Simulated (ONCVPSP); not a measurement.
# Ranking ONCV potentials for technetium (Tc)

All share these settings but for the change named:

```
Element                 : technetium
Generator               : ONCVPSP 4.0.1
Type                    : optimised norm-conserving Vanderbilt (ONCV)
Functional              : PBE
Relativity              : scalar-relativistic
Frozen core             : [Ar] 3d10
Valence charge          : 15
Reference configuration : 4s2 4p6 4d5 5s2
Partial waves           : 4s+5s: rc 1.85 bohr, ncon 4, nbas 9, qcut 5.1 1/bohr, 2 projectors; 4p: rc 1.70 bohr, ncon 4, nbas 8, qcut 6.5 1/bohr, 2 projectors, debl 3.4 Ha; 4d: rc 1.90 bohr, ncon 4, nbas 8, qcut 7.1 1/bohr, 2 projectors, debl 1.2 Ha; f scattering state at 0.39 Ha: rc 1.70 bohr, ncon 3, nbas 8, qcut 7.6 1/bohr, 2 projectors, debl 2.2 Ha
Local potential         : polynomial inside 1.50 bohr (lpopt 5, dvloc0 2 Ha)
Core correction         : Teter function, fcfact 1.5, rcfact 1.4
```

Cutoff: the first of the cutoffs (Ha) at which the residual kinetic energy of the hardest occupied pseudo-wave falls to 1 and 0.1 mHa per electron; the density cutoff is not measured.

The base gives 19 Ha.

Of 10 variants that were run, those that failed, showed a ghost or another fault, or gave nearly equal values are left out.

A variant can come out equal or close to the base.

(1) Rank these variants from softest to hardest (loose cutoff).
A. all radii but the core radius scaled by about 0.81 (s 1.50, p 1.38, d 1.54, f 1.38 bohr); local potential polynomial inside 1.22 bohr (lpopt 5, dvloc0 2 Ha)
B. d: rc 2.42
C. s: nproj 4

Results:

(1) B (16 Ha), C (19 Ha), A (53 Ha).
